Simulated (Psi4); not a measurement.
Psi4 input (wB97X-D/6-31G*):

```
memory 1500 MB

molecule {
-1 1
Si    0.15049000    0.05647700    0.00054300
O    -0.12839500    1.58068100   -0.01961900
O     1.40525300   -0.83930400    0.02113900
O    -1.29020100   -0.81922500   -0.00071100
H    -2.00010700   -0.16789500   -0.01406400
symmetry c1
no_reorient
no_com
}

set {
  basis 6-31G*
  reference rks
  scf_type pk
  dft_radial_points 99
  dft_spherical_points 590
  e_convergence 1e-8
  d_convergence 1e-7
  maxiter 150
}

e = energy('wb97x-d')
print_out(f'\nFINAL {e:.10f} DIPOLE {variable("CURRENT DIPOLE")[0]:.6f} {variable("CURRENT DIPOLE")[1]:.6f} {variable("CURRENT DIPOLE")[2]:.6f}\n')
```

Output:

```
   => Loading Basis Set <=

    Name: 6-31G*
    Role: ORBITAL
    Keyword: BASIS
    atoms 1   entry SI         line   268 file 6-31gs.gbs
    atoms 2-4 entry O          line   145 file 6-31gs.gbs
    atoms 5   entry H          line    44 file 6-31gs.gbs

   => WB97X-D: Empirical Dispersion <=

    Chai and Head-Gordon Dispersion Correction
    Chai, J.-D.; Head-Gordon, M. (2010), J. Chem. Phys., 132: 6615-6620

        s6 =       1.000000

         ---------------------------------------------------------
                                   SCF
               by Justin Turney, Rob Parrish, Andy Simmonett
                          and Daniel G. A. Smith
                              RKS Reference
         ---------------------------------------------------------

  ==> Geometry <==

    Molecular point group: c1
    Full point group: C1

    Geometry (in Angstrom), charge = -1, multiplicity = 1:

       Center              X                  Y                   Z               Mass
    ------------   -----------------  -----------------  -----------------  -----------------
         SI           0.150490000000     0.056477000000     0.000543000000    27.976926534650
         O           -0.128395000000     1.580681000000    -0.019619000000    15.994914619570
         O            1.405253000000    -0.839304000000     0.021139000000    15.994914619570
         O           -1.290201000000    -0.819225000000    -0.000711000000    15.994914619570
         H           -2.000107000000    -0.167895000000    -0.014064000000     1.007825032230

  Running in c1 symmetry.

  Rotational constants: A =      0.29088  B =      0.25055  C =      0.13461 [cm^-1]
  Rotational constants: A =   8720.38560  B =   7511.16455  C =   4035.36634 [MHz]
  Nuclear repulsion =  159.617067240467748

  Charge       = -1
  Multiplicity = 1
  Electrons    = 40
  Nalpha       = 20
  Nbeta        = 20

  ==> Algorithm <==

  SCF Algorithm Type is PK.
  DIIS enabled.
  MOM disabled.
  Fractional occupation disabled.
  Guess Type is SAD.
  Energy threshold   = 1.00e-08
  Density threshold  = 1.00e-07
  Integral threshold = 1.00e-12

  ==> Primary Basis <==

  Basis Set: 6-31G*
    Blend: 6-31G*
    Number of shells: 28
    Number of basis functions: 66
    Number of Cartesian functions: 66
    Spherical Harmonics?: false
    Max angular momentum: 2

  ==> DFT Potential <==

   => LibXC <=

    Version 7.1.2
    S. Lehtola, C. Steigemann, M. J. T. Oliveira, and M. A. L. Marques,  SoftwareX 7, 1–5 (2018) (10.1016/j.softx.2017.11.002)

   => Composite Functional: WB97X-D <=

    wB97X-D Hyb-GGA Exchange-Correlation Functional

    J.-D. Chai and M. Head-Gordon,  Phys. Chem. Chem. Phys. 10, 6615–6620 (2008) (10.1039/B810189B)

    Deriv               =              1
    GGA                 =           TRUE
    Meta                =          FALSE

    Exchange Hybrid     =           TRUE
    MP2 Hybrid          =          FALSE

   => Exchange-Correlation Functionals <=

    1.0000   wB97X-D range-separated functional

   => Exact (HF) Exchange <=

    0.7780            HF,LR [omega = 0.2000]
    0.2220               HF

   => LibXC Density Thresholds  <==

    XC_HYB_GGA_XC_WB97X_D:  1.00E-14

   => Molecular Quadrature <=

    Radial Scheme          =       TREUTLER
    Pruning Scheme         =           NONE
    Nuclear Scheme         =       TREUTLER

    Blocking Scheme        =         OCTREE
    BS radius alpha        =              1
    Pruning alpha          =              1
    Radial Points          =             99
    Spherical Points       =            590
    Total Points           =         279849
    Total Blocks           =           2103
    Max Points             =            256
    Max Functions          =             65
    Weights Tolerance      =       1.00E-15

  ==> Integral Setup <==

  Using in-core PK algorithm.
   Calculation information:
      Number of atoms:                   5
      Number of AO shells:              28
      Number of primitives:             76
      Number of atomic orbitals:        66
      Number of basis functions:        66

      Integral cutoff                 1.00e-12
      Number of threads:                 1

  Performing in-core PK
  Using 7336098 doubles for integral storage.
  We computed 77237 shell quartets total.
  Whereas there are 82621 unique shell quartets.

  Computing range-separated integrals for PK
  We computed 77237 wK shell quartets total.
  Whereas there are 82621 wK unique shell quartets.

  ==> DiskJK: Disk-Based J/K Matrices <==

    J tasked:                  Yes
    K tasked:                  Yes
    wK tasked:                 Yes
    Omega:               2.000E-01
    Schwarz Cutoff:          1E-12


  Cached 100.0% of DFT collocation blocks in 0.446 [GiB].

  Minimum eigenvalue in the overlap matrix is 9.0855737501E-03.
  Reciprocal condition number of the overlap matrix is 1.5863185243E-03.
    Using symmetric orthogonalization.

  ==> Pre-Iterations <==

  SCF Guess: Superposition of Atomic Densities via on-the-fly atomic UHF (no occupation information).

   -------------------------
    Irrep   Nso     Nmo
   -------------------------
     A         66      66
   -------------------------
    Total      66      66
   -------------------------

  ==> Iterations <==

                        Total Energy        Delta E     RMS |[F,P]|

   @RKS iter SAD:  -514.64482397948746   -5.14645e+02   0.00000e+00
   @RKS iter   1:  -515.32877126488154   -6.83947e-01   1.67627e-02 DIIS/ADIIS
   @RKS iter   2:  -515.09838243129911    2.30389e-01   2.06883e-02 DIIS/ADIIS
   @RKS iter   3:  -515.78965695660975   -6.91275e-01   1.77624e-03 DIIS/ADIIS
   @RKS iter   4:  -515.79398039799059   -4.32344e-03   7.77736e-04 DIIS/ADIIS
   @RKS iter   5:  -515.79488622746919   -9.05829e-04   1.33000e-04 DIIS/ADIIS
   @RKS iter   6:  -515.79491438757475   -2.81601e-05   5.59284e-05 DIIS
   @RKS iter   7:  -515.79491874699170   -4.35942e-06   2.89464e-05 DIIS
   @RKS iter   8:  -515.79492029429207   -1.54730e-06   2.26783e-06 DIIS
   @RKS iter   9:  -515.79492034249552   -4.82034e-08   4.64129e-07 DIIS
   @RKS iter  10:  -515.79492034503210   -2.53658e-09   1.10917e-07 DIIS
   @RKS iter  11:  -515.79492034519114   -1.59048e-10   2.60273e-08 DIIS
  Energy and wave function converged.

  ==> Post-Iterations <==

   Electrons on quadrature grid:
      Ntotal   =   40.0000000319 ; deviation = 3.188e-08

    Orbital Energies [Eh]
    ---------------------

    Doubly Occupied:

       1A    -66.073845     2A    -19.084420     3A    -18.989538
       4A    -18.987680     5A     -5.186682     6A     -3.535665
       7A     -3.530778     8A     -3.527503     9A     -0.911905
      10A     -0.784018    11A     -0.759863    12A     -0.411006
      13A     -0.300537    14A     -0.246328    15A     -0.233342
      16A     -0.187757    17A     -0.166500    18A     -0.151076
      19A     -0.128266    20A     -0.118851

    Virtual:

      21A      0.270502    22A      0.320451    23A      0.364485
      24A      0.427904    25A      0.446603    26A      0.522738
      27A      0.581169    28A      0.666920    29A      0.750593
      30A      0.920478    31A      0.984310    32A      1.040764
      33A      1.106720    34A      1.140492    35A      1.211168
      36A      1.230603    37A      1.255618    38A      1.281630
      39A      1.304518    40A      1.366067    41A      1.388397
      42A      1.402252    43A      1.423721    44A      1.514026
      45A      1.611162    46A      1.619210    47A      1.659740
      48A      2.010517    49A      2.047650    50A      2.119140
      51A      2.147722    52A      2.154491    53A      2.181701
      54A      2.243487    55A      2.319792    56A      2.483461
      57A      2.504634    58A      2.534408    59A      2.672707
      60A      2.842895    61A      3.097793    62A      3.121234
      63A      3.291404    64A      3.905189    65A      3.981647
      66A      4.105389

    Final Occupation by Irrep:
              A
    DOCC [    20 ]
    NA   [    20 ]
    NB   [    20 ]

  @RKS Final Energy:  -515.79492034519114

   => Energetics <=

    Nuclear Repulsion Energy =            159.6170672404677475
    One-Electron Energy =               -1041.0493812070401418
    Two-Electron Energy =                 399.4497487684824932
    DFT Exchange-Correlation Energy =     -33.8117629748515469
    Empirical Dispersion Energy =          -0.0005921722497406
    VV10 Nonlocal Energy =                  0.0000000000000000
    Total Energy =                       -515.7949203451911444

Computation Completed

Properties will be evaluated at   0.000000,   0.000000,   0.000000 [a0]

Properties computed using the SCF density matrix

 Multipole Moments:

 ------------------------------------------------------------------------------------
     Multipole            Electronic (a.u.)      Nuclear  (a.u.)        Total (a.u.)
 ------------------------------------------------------------------------------------

 L = 1.  Multiply by 2.5417464519 to convert [e a0] to [Debye]
 Dipole X            :         -1.3223427            0.0000170           -1.3223257
 Dipole Y            :         -0.1415660           -0.0000019           -0.1415679
 Dipole Z            :         -0.0089574            0.0000189           -0.0089385
 Magnitude           :                                                    1.3299122

 ------------------------------------------------------------------------------------

FINAL -515.7949203452 DIPOLE -1.322326 -0.141568 -0.008939

*** Psi4 exiting successfully. Buy a developer a beer!
```

The dipole moment of an ion depends on the origin.

The geometry given is a B3LYP-D3(BJ)/def2-TZVP minimum.
